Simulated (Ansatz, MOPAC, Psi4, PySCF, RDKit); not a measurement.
Pair of molecules: H2S (SMILES S) (first 3 atoms) with CH4O (SMILES CO); geometry from B3LYP-D3(BJ)/def2-TZVP.
(charge 0, multiplicity 1):
```csv
atom,x (Å),y (Å),z (Å)
S,0.0804,1.4955,-0.1962
H,1.2980,0.9304,-0.2127
H,-0.5319,0.3249,-0.4357
C,0.1589,0.1052,3.2580
O,0.2464,-0.5557,4.5139
H,-0.8575,0.4458,3.0354
H,0.4489,-0.6192,2.4988
H,0.8366,0.9625,3.1897
H,-0.0066,0.0634,5.2055
```

Monomers are frozen at their geometry in the pair; levels with a basis set take the counterpoise correction. Rows marked so take none.

Correlated levels freeze the cores. Rows in 3-21G, 6-311+G** carry no dispersion term and start afresh at each structure. The state that PM6 reach isn't checked.

The values were computed with Ansatz (a quantum-chemistry and plane-wave program); MOPAC for PM6 (differences of heats of formation); Psi4 for SAPT; PySCF for 3-21G rows, 6-311+G** rows, M06-2X, the dispersion terms; RDKit for the force fields. Values without a source in brackets are computed.

```
level                              interaction energy (meV)
---------------------------------  ------------------------
MMFF94                                                -22.0
PM6                                                   -17.8
r2SCAN/def2-TZVPPD                                    -24.8
B3LYP/3-21G (no counterpoise)                         -21.3
B3LYP/6-311+G** (no counterpoise)                      -0.5
B3LYP-D3(BJ)/def2-TZVPPD                              -39.8
PBE0/def2-TZVPPD                                          ?
M06-2X/def2-TZVPPD                                        ?
SAPT0/jun-cc-pV(D+d)Z                                 -18.2
```

What belongs in the gaps?


- PBE0/def2-TZVPPD, interaction energy (meV): -12.1
- M06-2X/def2-TZVPPD, interaction energy (meV): -35.1
